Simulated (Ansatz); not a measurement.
Program: Ansatz. Geometries: PBE0-D4/def2-TZVP. ΔE: electronic, gas phase. CCSD(T)/CBS adds triple-zeta CCSD(T) − MP2 to the extrapolated MP2 energy (def2 sets, frozen cores). This one scheme is used for every species. DFT in def2-TZVPP. B3LYP here is the variant with VWN-RPA as its local correlation; programs differ in this. One conformer a species, not always the lowest.

`BB(C)C[SiH3]` + H₂ → `BBC[SiH3]` + CH₄  (hydrogenolysis of a B–C bond)

```json
{"level": "r2SCAN-D4", "ΔE (kJ/mol)": "-23.8", "difference from CCSD(T)/CBS": "-0.4"}
{"level": "ωB97M-V", "ΔE (kJ/mol)": "-24.9", "difference from CCSD(T)/CBS": "-1.5"}
{"level": "B2PLYP", "ΔE (kJ/mol)": "-31.6", "difference from CCSD(T)/CBS": "-8.2"}
{"level": "PBE", "ΔE (kJ/mol)": "-28.5", "difference from CCSD(T)/CBS": "-5.1"}
{"level": "PBE0", "ΔE (kJ/mol)": "-30.2", "difference from CCSD(T)/CBS": "-6.8"}
{"level": "B3LYP", "ΔE (kJ/mol)": "-37.4", "difference from CCSD(T)/CBS": "-14.0"}
{"level": "CCSD/def2-TZVPP", "ΔE (kJ/mol)": "-29.3", "difference from CCSD(T)/CBS": "-5.9"}
{"level": "HF/def2-QZVPP", "ΔE (kJ/mol)": "-48.3", "difference from CCSD(T)/CBS": "-24.9"}
{"level": "SCS-MP2/def2-QZVPP", "ΔE (kJ/mol)": "-25.7", "difference from CCSD(T)/CBS": "-2.3"}
{"level": "HF/CBS(def2)", "ΔE (kJ/mol)": "-48.3", "difference from CCSD(T)/CBS": "-24.9"}
{"level": "CCSD(T)/CBS", "ΔE (kJ/mol)": "-23.4", "difference from CCSD(T)/CBS": "0"}
```

Largest T1 diagnostic among the species: 0.012.

The D4 term adds +10.7 kJ/mol with B3LYP and +6.1 kJ/mol with PBE0; it sums over pairs of atoms, weighted by their polarisabilities, and B3LYP, whose exchange is more repulsive, gets the larger term. In def2-TZVPP, CCSD(T) changes the Hartree–Fock value by +23.3 kJ/mol (the triples alone add +4.2 kJ/mol) and MP2 by +28.0 kJ/mol.
